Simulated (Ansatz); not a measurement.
Basis-set series for F₃H₄NSi₂, SMILES `F[SiH2]N[SiH](F)F`. Charge 0, multiplicity 1. The structure was optimised at the PBE0-D4/def2-TZVP level. It is one conformer, not always the lowest.

```
functional       basis  functions  energy (Eh)  HOMO (eV)  LUMO (eV)
   PBE0-D4  def2-TZVPP        264   -935.53434      -9.07       0.28
   PBE0-D4  def2-QZVPP        488   -935.57572      -9.10       0.03
   ωB97M-V  def2-TZVPP        264   -935.99722     -11.46       1.84
   ωB97M-V  def2-QZVPP        488   -936.03553     -11.49       1.33
```

(1) Give the rows for def2-SVP. (An estimate is asked.)

Results:

(1) Computed: 
| functional | basis | functions | energy (Eh) | HOMO (eV) | LUMO (eV) |
| --- | --- | --- | --- | --- | --- |
| PBE0-D4 | def2-SVP | 112 | -934.86115 | -8.96 | 0.95 |
| ωB97M-V | def2-SVP | 112 | -935.31508 | -11.32 | 2.74 |

Positive LUMOs are unbound and depend on the basis.
